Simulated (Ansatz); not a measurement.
Input file for Ansatz (a first-principles code): R-RI-MP2/cc-pV(Q+d)Z on AlFH4N2 (SMILES [NH2][Al]([NH2])[F]), a point of a torsion scan. Files ending in .json are basis or fitting sets from the Basis Set Exchange.

Ansatz 0.2 input:
```yaml
crystal:
  periodic: [false, false, false]
  atoms:
    - {symbol: N, position_ang: [1.54685661, -0.36955042, 0.23724175]}
    - {symbol: Al, position_ang: [-0.06533869, 0.33008340, -0.02174132]}
    - {symbol: N, position_ang: [-1.55308171, -0.24741304, 0.74916887]}
    - {symbol: F, position_ang: [-0.19547407, 1.61747024, -1.05243575]}
    - {symbol: H, position_ang: [1.84923907, -0.82058048, 1.08681798]}
    - {symbol: H, position_ang: [2.36008713, -0.05816382, -0.27737565]}
    - {symbol: H, position_ang: [-2.46920457, 0.14651939, 0.58796709]}
    - {symbol: H, position_ang: [-1.63031331, -1.05493746, 1.34707554]}
basis:
  gaussian:
    orbitals: cc-pV_Q+d_Z.json
    fitting: {mean_field: def2-universal-JKFIT, correlation: cc-pVQZ-RIFIT.json}
magnetization: {spin_polarized: false}
correlation: {method: mp2, electrons: outside_noble_gas}
scf: {lower_state_search: off}
```

Program output:

```
WARN ansatz: RAYON_NUM_THREADS=1 ignored (pool sized by the plan → 1); use --threads N
Functional definition: HF
these checks for a lower state are left out or cut short: stability, starts, cluster_reference, orbital_swaps, neighbouring_geometries, increment
integrals: 0.41 GiB planned
431 factors; integrals over basis functions are off by at most 2.6e0 eV
mean field: 0.68 GiB planned
mean field evaluation 1: about -12317.7955 eV, gradient 5.5e1 eV
mean field evaluation 2: about -12321.4524 eV, gradient 3.3e1 eV
mean field evaluation 4: about -12323.2143 eV, gradient 7.2e-1 eV
mean field evaluation 8: about -12323.2167 eV, gradient 1.8e-6 eV
mean field -12323.21666200 eV, -452.8698593524 hartree, gradient 1.8e-6 eV, S^2 0.000000; 0 other end points of the search recorded, 0 dependent functions left out
8 core orbitals not correlated
774 factors; their error is unknown
reference -12323.21666200 eV, -452.8698593524 hartree; 12, 12 occupied and 329, 329 virtual orbitals, 774 factors
second order -22.39719563 eV of doubles, -0.00000000 eV of singles
Total energy: -12345.61385763 eV, -453.6929411103 hartree
Checks for a lower state left out: stability, starts, cluster_reference, orbital_swaps, neighbouring_geometries, increment
```

The run converged.

Cost: about 4 core-seconds (a rough figure).
